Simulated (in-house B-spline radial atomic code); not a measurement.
# The vanadium ion V⁶⁺: [Ne] 3s2 3p5

Computed with an all-electron radial atomic-structure program (B-spline basis): non-relativistic r2SCAN, spin-polarised, spherical fractional occupations, point nucleus.

Effective charges: Z_r = [3n² - l(l+1)]/(2<r>) from the radius, Z_e = n√(-2ε) from the energy, and Slater's rules. Values are occupation-weighted means over spin.

```
shell  electrons   ε (eV)  <r> (bohr)    Z_r    Z_e  Slater
   1s          2  -5457.1     0.06707  22.37  20.03   22.70
   2s          2  -713.76      0.3096  19.38  14.49   18.85
   2p          6  -618.26      0.2743  18.23  13.48   18.85
   3s          2  -168.75      0.8951  15.08  10.57   12.10
   3p          5  -141.21      0.9193  13.60   9.66   12.10
```

The least bound orbital is 3p down at -139.7 eV, and it is also the most diffuse (<r> = 0.9216 bohr).

The density falls to 0.001 bohr⁻³ at 2.239 bohr; Σ<r²> = 7.5045 bohr² gives, by the non-relativistic formula and without the paramagnetism of open shells, a Langevin diamagnetic susceptibility of -5.943×10⁻⁶ cm³/mol.
